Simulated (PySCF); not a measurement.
Species: C7H10.
InChI=1S/C7H10/c1-3-7-5-4-6(7)2/h3H,2,4-5H2,1H3/b7-3-

The closed-shell ground state was solved at several levels (PySCF, density fitting, gas phase, non-relativistic). Isolated species at its GFN2-xTB geometry, gas phase.

```tsv
level	basis functions	HOMO (eV)	LUMO (eV)	gap (eV)	dipole (D)
PBE0/pcSseg-1	169	-6.30	-0.83	5.47	0.36
B3LYP/pcJ-1	289	-6.08	-1.00	5.08	0.37
```

Problem. What might wB97X-D/def2-SVPD (220 basis functions) give for the same quantities?

Solution. HOMO -8.07 eV, LUMO 0.86 eV, gap 8.93 eV, dipole 0.36 D.

Problem. Over all these levels, which gives the widest orbital gap and which the narrowest?

Solution. wB97X-D/def2-SVPD (range-separated hybrid) has the widest, 8.93 eV, and B3LYP/pcJ-1 (global hybrid, 20 % exact exchange) the narrowest, 5.08 eV. Functional and basis both differ between the two, so the spread mixes both effects.

Problem. How far do the dipole and the HOMO energy spread over the levels?

Solution. The dipole runs from 0.36 to 0.37 D (mean 0.36 D) and the HOMO from -8.07 to -6.08 eV.
